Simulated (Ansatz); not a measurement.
Ansatz (a program for electronic structure) input for GaHBr2, SMILES [Br][GaH][Br], CAM-B3LYP/def2-SVPD. The structure is a stationary point at ωB97X-D3(BJ)/def2-SVP. The structure was generated by enumeration; whether it is a known compound was not checked.

Ansatz 0.2 input:
```yaml
crystal:
  periodic: [false, false, false]
  atoms:
    - {symbol: Ga, position_ang: [-0.00000000, -0.00000000, -0.81344683]}
    - {symbol: H, position_ang: [0.00000000, -0.00000000, -2.35971554]}
    - {symbol: Br, position_ang: [0.00000000, -1.91797761, 0.39395096]}
    - {symbol: Br, position_ang: [0.00000000, 1.91797761, 0.39395096]}
basis:
  gaussian:
    orbitals: def2-SVPD
hamiltonian:
  xc: {name: CAM-B3LYP}
```

It prints:

```
Functional definition: CAM-B3LYP
integrals: 0.10 GiB planned
1223 factors; integrals over basis functions are off by at most 1.5e-3 eV
integrals: 0.18 GiB planned
363 factors; integrals over basis functions are off by at most 3.1e-5 eV
mean field: 1.10 GiB planned
mean field evaluation 1: about -192475.2357 eV, gradient 2.5e1 eV
mean field evaluation 2: about -192475.1416 eV, gradient 2.9e1 eV
mean field evaluation 4: about -192476.3630 eV, gradient 3.6e-1 eV
mean field evaluation 8: about -192476.3661 eV, gradient 2.8e-2 eV
mean field evaluation 16: about -192476.3661 eV, gradient 2.1e-5 eV
mean field -192476.36614071 eV, -7073.3759905042 hartree, gradient 1.2e-5 eV, S^2 0.000000; 0 other end points of the search recorded, 0 dependent functions left out
reference -192476.36625921 eV, -7073.3759948590 hartree; 51, 51 occupied and 77, 77 virtual orbitals, 1223 factors
Total energy: -192476.36625921 eV, -7073.3759948590 hartree
```

Self-consistency was reached.

Cost: very roughly 9 core-seconds.
